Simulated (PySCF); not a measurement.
This script is equivalent to a calculation on F³⁺ (fluorine, charge +3).

```python
from pyscf import gto, scf, dft, mp, cc
import basis_set_exchange as bse
mol = gto.M(atom="F 0 0 0", charge=3, spin=2, symmetry="D2h",
            basis=gto.basis.parse(bse.get_basis("dyall-av3z", elements=["F"], fmt="nwchem")))
mf = dft.UKS(mol, xc="PBE")
mf.irrep_nelec = {'Ag': (2, 2), 'B1u': (1, 0), 'B2u': (1, 0)}
mf.kernel()
```

Task: What total energy does it give?

Result: -95.415 hartree (calculated).

Task: Which occupied shell lies highest, and where?

Result: 2p α, at -75.059 eV.

Task: What is ⟨S²⟩, and what would a pure spin state give?

Result: 2.001, against 2.00.
